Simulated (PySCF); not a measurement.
Trend along the fifth-period p block: MBr molecules

PBE0 with triple-zeta basis sets in PySCF, for the lowest determinant that a PBE0 search found; no spin–orbit coupling. De refers to high-spin ground-configuration atoms. A positive dipole means M(−)Br(+).

| M | basis | state (unpaired electrons) | Re (Å) | ωe (cm⁻¹) | De (eV) | μ (D) |
| --- | --- | --- | --- | --- | --- | --- |
| In | x2c-TZVPPall | singlet (closed shell) | 2.561 | 220 | 4.18 | -3.46 |
| Sn | def2-TZVPP | doublet (π ↑) | 2.518 | 244 | 3.56 | -2.53 |
| Sb | x2c-TZVPPall | triplet (π ↑↑) | 2.486 | 262 | 2.84 | -1.84 |
| Te | x2c-TZVPPall | doublet (π ↑) | 2.459 | 276 | 2.50 | -1.02 |
| I | x2c-TZVPPall | singlet (closed shell) | 2.464 | 280 | 2.17 | -0.63 |

The shortest bond is that of TeBr (2.459 Å), the longest that of InBr (2.561 Å). InBr is bound most strongly (4.18 eV) and IBr least (2.17 eV).

The rows differ in basis set, which adds steps of its own.

The state changes along the series, so neighbouring rows are not always alike in their bonding.

Spin–orbit coupling is left out, which matters for elements this heavy, above all for dissociation energies. States were picked by a PBE0 search and need not be the measured ground states.
